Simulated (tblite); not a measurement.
Species: C7H15NSi.
Atom-mapped SMILES: `[CH2:1]=[C:2]([SiH3:3])/[CH:4]=[N:5]/[C:6]([CH3:7])([CH3:8])[CH3:9]` (hydrogens: H10, H11 on C1; H12, H13, H14 on Si3; H15 on C4; H16, H17, H18 on C7; H19, H20, H21 on C8; H22, H23, H24 on C9)

The geometry is computed with GFN2-xTB (gas phase).

Entries marked ? are missing. Bonds in one row agree within 0.01 Å.

| coordinate | value |
| --- | --- |
| C1=C2 | ? |
| C2–Si3 | 1.892 Å |
| C2–C4 | ? |
| C4=N5 | 1.261 Å |
| N5–C6 | 1.446 Å |
| C6–C7, C6–C8, C6–C9 | ? |
| C1–H10 | 1.077 Å |
| C1–H11 | 1.082 Å |
| Si3–H12, Si3–H14 | 1.460 Å |
| Si3–H13 | 1.473 Å |
| C4–H15 | 1.099 Å |
| C7–H16 and 8 like bonds | 1.087 Å |
| C1–C2–Si3 | ? |
| C1–C2–C4 | 122.3° |
| Si3–C2–C4 | ? |
| C2–C4–N5 | 115.5° |
| C4–N5–C6 | 124.0° |
| N5–C6–C7 | ? |
| N5–C6–C8 | ? |
| C7–C6–C8 | 109.7° |

**Question.** Fill in the missing values.

**Answer.** 
- C1=C2 = 1.330 Å, drawn double (terminal =CH2 carbon to fully substituted alkene carbon); 0.13 Å below the sum of covalent radii, 1.46 Å.
- C2–C4 = 1.445 Å, drawn single (fully substituted alkene carbon to imine carbon); 0.01 Å below the sum of covalent radii, 1.46 Å.
- C6–C7, C6–C8, C6–C9 = 1.534 Å, drawn single (sp3 carbon bound to nitrogen to methyl carbon); 0.01 Å above the sum of covalent radii, 1.52 Å.
- C1–C2–Si3 = 127.5°, at the fully substituted alkene carbon; the outer atoms are 2.900 Å apart.
- Si3–C2–C4 = 110.2°, at the fully substituted alkene carbon; the outer atoms are 2.749 Å apart.
- N5–C6–C7 = 106.2°, at the sp3 carbon bound to nitrogen; the outer atoms are 2.383 Å apart.
- N5–C6–C8 = 110.5°, at the sp3 carbon bound to nitrogen; the outer atoms are 2.450 Å apart.

Radii are Cordero's, carbon taken as 0.76, 0.73 or 0.69 Å for four, three, and two or fewer neighbours.

Its lowest GFN2-xTB frequency is 1 cm⁻¹, too small to tell a flat minimum from a shallow saddle. The numbers are those of one conformer (C1–C2–C4–N5 180°). 2 starts were optimised and ended at 0.00 and 3.69 kcal/mol (GFN2-xTB); the lowest of these is shown.
